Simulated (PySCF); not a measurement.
**Dipole response of Ag⁻ (silver, charge -1)**

[Kr] 4d10 5s2, closed-shell 1S. Calculation: PySCF 2.14, in x2c-TZVPPall with one added diffuse shell each of s, p, d, f type (9s7p7d3f1g, 95 functions); scalar relativity by spin-free X2C-1e. Coupled (time-dependent) response in atomic units; α is the mean over directions.

```csv
method,mean α (bohr³),C₆ (like pair),S(−4)
UHF,377.5,6468,134200
BHandHLYP,263.5,3895,67400
```

S(−4) is the Cauchy moment in α(ω) = α(0) + S(−4) ω² + …

α(iu) at UHF:

```csv
u (hartree),α(iu) (bohr³)
0,377.5
0.0500,211.8
0.100,107.0
0.200,45.09
0.300,26.44
0.500,13.81
0.750,8.468
1.00,6.003
1.50,3.631
2.00,2.485
3.00,1.392
5.00,0.6154
```

A single London oscillator, α(iu) = α/(1 + u²/ω²), gives C₆ = (3/4) ω α². Matching the computed C₆ needs ω = 4 × 6468 / (3 × 377.5²) = 0.0605 hartree.

For an ion, C₆ is the dispersion term alone; charge-induced terms of lower order in 1/R come first.
